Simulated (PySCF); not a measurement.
C₂H₃N, charge -1, doublet, at a GFN2-xTB geometry (a state made from the parent by changing its charge; the spin is typed, not shown lowest) (in this run its highest filled SCF level lies above zero, so its values depend strongly on the basis, on diffuse functions most of all); HF/3-21G, frequencies (PySCF).

The PySCF input:
```python
from pyscf import gto, scf
from pyscf.hessian import thermo

mol = gto.M(
    atom='''
C    -1.147702    0.016102    0.008280
C     0.346977   -0.398340    0.108332
N     1.347631    0.284483   -0.095182
H    -1.655971   -0.624788   -0.725576
H    -1.636937   -0.144614    0.979074
H    -1.336153    1.071447   -0.286891
''',
    basis='3-21g',
    charge=-1,
    spin=1,
    verbose=3,
)

mf = scf.UHF(mol)
mf.kernel()
hess = mf.Hessian().kernel()
freq = thermo.harmonic_analysis(mf.mol, hess)
print('frequencies / cm-1', freq['freq_wavenumber'].round(1))
th = thermo.thermo(mf, freq['freq_au'], 298.15, 101325)
thermo.dump_thermo(mf.mol, th)
```

It wrote (shortened):

```
converged SCF energy = -131.06497097877  <S^2> = 0.79794709  2S+1 = 2.0473857
frequencies / cm-1 [ 251.6  373.6  723.6 1056.8 1070.4 1481.1 1645.1 1672.6 1676.7 2893.2
 3056.9 3076.2]
temperature 298.1500 [K]
pressure 101325.00 [Pa]
Rotational constants [GHz] 82.03506 9.84426 9.30098
Symmetry number 1
Zero-point energy (ZPE) 0.04323 [Eh]   113512.891 [J/mol]
                           tot       elec      trans        rot        vib
Entropy [J/mol/K]       263.451      5.763    155.076     89.062     13.549
Cv [J/mol/K]             45.454      0.000     12.472     12.472     20.510
Cp [J/mol/K]             53.768      0.000     20.786     12.472     20.510
Internal energy [J/mol]                      3718.434   3718.434 116122.462
Internal energy [Eh]   -131.01791  -131.06497
Enthalpy [J/mol]                             6197.391   3718.434 116122.462
Enthalpy [Eh]          -131.01697
Gibbs free energy [J/mol]                  -40038.654 -22835.524 112082.780
Gibbs free energy [Eh] -131.04688
```
